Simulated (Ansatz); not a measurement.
Relaxed structures of CH5GeO (charge +1), closed shell (PBE0-D4/def2-TZVP; forces vanish, vibrations not checked; lower isomers may exist, and structures with a doubtful reference or unclear bonds are left out; Å). Ansatz 0.2.0; basis: def2-TZVPP; cores frozen in the correlated methods. Filled d shells of the heavier atoms are correlated. The def2 sets are not built for correlating such inner shells, so the correlated values are less sure here.

Task: Rank them by CCSD(T) energy, lowest first, and give each one's height above the lowest. Links in brackets join atoms within 1.22 times the sum of their covalent radii (1.1 for two metals). (Judge from chemistry; the value comes from the calculation.)
A.
CH₅GeO ([OH2][CH][GeH2]), total charge +1
```
8
angstrom
C -0.2299 0.2956 0.4126
O -0.4606 0.9350 -0.8984
Ge 0.7288 -1.2080 0.4772
H -1.3961 0.9576 -1.1686
H -0.0592 1.8184 -0.9840
H -0.6988 0.8535 1.2107
H 0.9397 -1.8283 1.8422
H 1.2923 -1.8106 -0.7955
```
B.
CH₅GeO ([CH3][OH][GeH]), total charge +1
```
8
angstrom
C -0.9172 0.8909 -0.7919
O 0.2968 0.4695 -0.0933
Ge 0.6797 -1.3239 0.6384
H -1.5672 0.0196 -0.8275
H -0.6453 1.2091 -1.7960
H 0.9403 1.1872 -0.0130
H -1.3816 1.6941 -0.2240
H 2.0709 -0.7191 1.1035
```
C.
CH₅GeO ([CH2]1[OH][GeH2]1), total charge +1
```
8
angstrom
C -0.5978 0.4076 -0.5961
O -0.2815 0.6487 0.8329
Ge 0.5372 -0.9964 0.0278
H -1.6640 0.2439 -0.7089
H -0.1844 1.1624 -1.2578
H 0.2251 1.4617 0.9797
H -0.0705 -2.1619 0.7852
H 2.0358 -0.7660 -0.0627
```

Result: Computed: B (0.00 kcal/mol), C (13.51 kcal/mol), A (49.67 kcal/mol). Heights count from the lowest.

T1 diagnostic: at most 0.015. The restricted Hartree–Fock reference is unstable towards an unrestricted one at one or more of these structures.

For scale, one of the runs: CCSD(T)/def2-TZVPP, 180 basis functions, launched by `ansatz run in.yaml --threads 2 --pin off --events-out ev --progress --plain --max-ram 4352MiB`. Hardware: 2 CPU threads of an Arm Neoverse V2, shared host. Wall time 46 s; peak host memory 1.8 GiB.
